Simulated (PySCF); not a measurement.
Compound: C10H12O.
Bonds: C1–O2, O2–C3, C3–C4 (aromatic), C4–C5 (aromatic), C5–C6 (aromatic), C6–C7 (aromatic), C7–C8 (aromatic), C8–C9, C9–C10, C10–C11, C3–C8 (aromatic), C7–C11. Hydrogens: H12, H13, H14 on C1; H15 on C4; H16 on C5; H17 on C6; H18, H19 on C9; H20, H21 on C10; H22, H23 on C11.

The same species was optimised twice, with GFN2-xTB and with PBE0-D3(BJ)/def2-SVP (PySCF), and the same property calculations (PySCF, gas phase) were run on both structures.

```
     coordinate  GFN2-xTB  PBE0-D3(BJ)/def2-SVP  change
      O2–C3 (Å)     1.367                 1.351  -0.016
      C6–C7 (Å)     1.382                 1.396  +0.014
      C4–C5 (Å)     1.386                 1.399  +0.013
      C5–C6 (Å)     1.385                 1.393  +0.008
      C3–C8 (Å)     1.392                 1.399  +0.007
      C7–C8 (Å)     1.386                 1.394  +0.008
      C3–C4 (Å)     1.393                 1.400  +0.007
      C1–O2 (Å)     1.405                 1.399  -0.006
     C7–C11 (Å)     1.501                 1.507  +0.006
      C8–C9 (Å)     1.499                 1.502  +0.003
     C9–C10 (Å)     1.537                 1.539  +0.002
    C10–C11 (Å)     1.537                 1.538  +0.001
   C4–C3–C8 (°)     118.1                 118.8    +0.7
   O2–C3–C4 (°)     125.3                 124.7    -0.6
  C6–C7–C11 (°)     128.9                 129.4    +0.5
   C3–C4–C5 (°)     120.4                 119.9    -0.5
  C8–C7–C11 (°)     110.2                 109.7    -0.5
  C8–C9–C10 (°)     103.1                 102.7    -0.4
   C3–C8–C7 (°)     120.9                 120.6    -0.3
   C1–O2–C3 (°)     118.4                 118.7    +0.3
C1–O2–C3–C4 (°)         1                     0      -1
```

Rotational constants: A = 1844, B = 974.9, C = 650.8 MHz (GFN2-xTB) against A = 1829, B = 973.2, C = 648.4 MHz (PBE0-D3(BJ)/def2-SVP). Point groups within 0.08 Å: C1 and C1.

On the GFN2-xTB structure: HOMO (eV) -6.27 [PBE0/pcSseg-1]; LUMO (eV) 0.15 [PBE0/pcSseg-1]; dipole (D) 0.93 [PBE0/pcSseg-1]; GIAO shielding of C1 (ppm) 131.2 [PBE0/pcSseg-1]; GIAO shielding of O2 (ppm) 234.5 [PBE0/pcSseg-1]; GIAO shielding of C3 (ppm) 23.9 [PBE0/pcSseg-1]; GIAO shielding of C4 (ppm) 76.9 [PBE0/pcSseg-1]; GIAO shielding of C5 (ppm) 54.0 [PBE0/pcSseg-1]; GIAO shielding of C6 (ppm) 65.2 [PBE0/pcSseg-1]; GIAO shielding of C7 (ppm) 35.4 [PBE0/pcSseg-1]; GIAO shielding of C8 (ppm) 49.8 [PBE0/pcSseg-1].

Q: What do these properties become on the PBE0-D3(BJ)/def2-SVP structure?

A: 
```tsv
property	level	on GFN2-xTB	on PBE0-D3(BJ)/def2-SVP	change
HOMO (eV)	PBE0/pcSseg-1	-6.27	-6.23	+0.04
LUMO (eV)	PBE0/pcSseg-1	0.15	0.09	-0.06
dipole (D)	PBE0/pcSseg-1	0.93	0.97	+0.04
energy, GFN2-xTB geometry as zero (kcal/mol)	PBE0/pcSseg-1	0.0	-0.3	-0.3
GIAO shielding of C1 (ppm)	PBE0/pcSseg-1	131.2	130.6	-0.6
GIAO shielding of O2 (ppm)	PBE0/pcSseg-1	234.5	234.4	-0.1
GIAO shielding of C3 (ppm)	PBE0/pcSseg-1	23.9	23.8	-0.1
GIAO shielding of C4 (ppm)	PBE0/pcSseg-1	76.9	75.2	-1.7
GIAO shielding of C5 (ppm)	PBE0/pcSseg-1	54.0	51.2	-2.8
GIAO shielding of C6 (ppm)	PBE0/pcSseg-1	65.2	63.3	-1.9
GIAO shielding of C7 (ppm)	PBE0/pcSseg-1	35.4	33.2	-2.2
GIAO shielding of C8 (ppm)	PBE0/pcSseg-1	49.8	48.6	-1.2
```

The heavy atoms differ by 0.013 Å rms after alignment. Among bonds between heavy atoms O2–C3 changes most (-0.016 Å). Changes are differences of the printed values. Neither structure is proved a minimum here.
